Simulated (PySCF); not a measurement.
CH2F, SMILES [CH2]F (connectivity only; charge and spin as stated), charge +1, multiplicity 1.

Coordinates come from a PBE0-D3(BJ)/def2-TZVPD optimisation. The spin state was assumed, not searched. The isomer is the one that the SMILES or the coordinates give; other isomers of the formula were not compared.

Two levels are set side by side: TDA-PBE/def2-TZVPD (PySCF) and TDA-LC-ωPBE/def2-TZVPD (PySCF). Vertical, same geometry. The lowest singlet is HOMO→LUMO 100 % with PBE and HOMO→LUMO 99 % with the other functional; states are paired by order. Differences are taken from unrounded values.

```json
[
 {"quantity": "lowest singlet excitation (eV)", "TDA-LC-ωPBE": "5.33"},
 {"quantity": "lowest triplet excitation (TDA) (eV)", "TDA-LC-ωPBE": "4.47"},
 {"quantity": "first bright state (f over 0.05) (eV)", "TDA-LC-ωPBE": "11.80"},
 {"quantity": "its oscillator strength", "TDA-LC-ωPBE": "0.15"}
]
```

Problem. What does TDA-PBE give, and how far is it from TDA-LC-ωPBE? (The exact figures need the calculation; the answer reports its results.)

Solution. 
```csv
quantity,TDA-PBE,TDA-PBE minus TDA-LC-ωPBE
lowest singlet excitation (eV),5.07,-0.26
lowest triplet excitation (TDA) (eV),4.27,-0.20
first bright state (f over 0.05) (eV),11.53,-0.27
its oscillator strength,0.14,-0.01
```

Functionals without exact exchange tend to place singlet excitations lower, as here. Differences between two approximate levels are no errors against the true value.

Rough cost on one machine, each run with all the roots and properties that it gave: TDA-LC-ωPBE against TDA-PBE within a factor of 2.
